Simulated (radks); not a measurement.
Problem. These are the eigenvalues of the occupied orbitals of an atom or ion with whole-number occupations (hartree). Method: scalar-relativistic Kohn-Sham, PBE, spin-polarised, spherical densities, point nucleus; computed with a radial shooting solver on a logarithmic mesh with Libxc functionals.

| orbital | eigenvalue |
|---|---|
| 1s up | -2093.349 |
| 1s down | -2093.288 |
| 2s up | -394.1617 |
| 2s down | -394.1286 |
| 2p up | -355.3575 |
| 2p down | -355.3045 |
| 3s up | -126.7958 |
| 3s down | -126.7345 |
| 3p up | -114.9078 |
| 3p down | -114.8384 |
| 3d up | -100.2163 |
| 3d down | -100.1519 |
| 4s up | -59.27820 |
| 4s down | -58.92876 |
| 4p up | -54.81174 |

Which element is it, and in what charge state? The configuration may be excited. Open shells, if any, are filled with parallel spins first.

Solution. Z = 67, holmium, charge +35: Ho35+ in [Ar] 3d10 4s2 4p2. The list shows which subshells hold electrons but not how many an open one holds; the 1s level, -2093.3 hartree, gives Z - s = 64.7 by -(Z - s)^2/2, which with screening and relativity narrows Z to a few neighbours, and the depths of the outer levels then fix element, charge and occupations together.
